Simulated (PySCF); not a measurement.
# BeSn: one state, many levels of theory

State: ³Σ⁻ (triplet), unpaired electrons π ↑↑. Set-up: PySCF, scalar-relativistic core potentials, basis sets Be aug-cc-pVDZ, Sn aug-cc-pVDZ-PP with ECP28. De refers to Be + Sn in their high-spin ground configurations, without counterpoise correction. The functionals are run spin-unrestricted. A positive dipole means Be(−)Sn(+). Levels whose curve was spin-contaminated or gave no clean fit are not listed.

```csv
Level,Re (Å),ωe (cm⁻¹),De (eV),μ (D)
ROHF,2.492,276,0.277,-2.21
ROHF-MP2,2.361,475,0.98,n/a
ROHF-SCS-MP2,2.389,434,0.77,n/a
ROHF-CCSD,2.421,394,0.71,n/a
ROHF-CCSD(T),2.400,424,0.87,n/a
PBE,2.358,453,1.44,-0.91
PBE0,2.357,448,1.27,-1.16
MN15,2.365,426,1.22,-1.76
BHandHLYP,2.370,420,0.90,-1.53
CAM-B3LYP,2.353,428,0.95,-1.50
```

(1) Which functional lies closest to ROHF-CCSD(T) in De, which farthest, and by how much do they differ from it?

(2) What does second-order correlation do here, going from ROHF to ROHF-MP2?

(3) What does all correlation do here, going from ROHF to ROHF-CCSD(T)?

Correlated steps freeze 4 core orbitals. Correlated levels converge slowly with the basis: in double zeta they bind strong bonds too weakly, by up to about 1 eV, and carry superposition errors of some tenths. These are scalar-relativistic numbers at best; spin–orbit coupling would shift them, the dissociation energy most. UHF is strongly spin-contaminated for BeSn, so the ROHF reference used there is far from stable. The state was picked by a PBE0 search and need not be the measured ground state.

The whole job (state search and all levels along the bond) took about 2 min on 1 thread of Intel Xeon 6975P-C (shared host), peak memory 0.75 GiB.

Answers

(1) Closest is BHandHLYP (-3.0 pm in Re, -0.9 % in ωe, +0.03 eV in De against ROHF-CCSD(T) in the same basis), farthest PBE (-4.2 pm in Re, +6.8 % in ωe, +0.57 eV in De). CCSD(T) converges more slowly with the basis than the functionals do and binds too weakly in this one, so the order can change at the basis-set limit.

(2) ROHF-MP2 less ROHF: -13.1 pm in Re, +72.1 % in ωe, +0.70 eV in De. Correlation nearly always deepens the well. The bond shortens, as in weak, metallic or heavy-atom bonds, where dispersion and the correlation of outer-core electrons pull the atoms together.

(3) ROHF-CCSD(T) less ROHF: -9.2 pm in Re, +53.6 % in ωe, +0.59 eV in De. Correlation nearly always deepens the well. The bond shortens, as in weak, metallic or heavy-atom bonds, where dispersion and the correlation of outer-core electrons pull the atoms together.
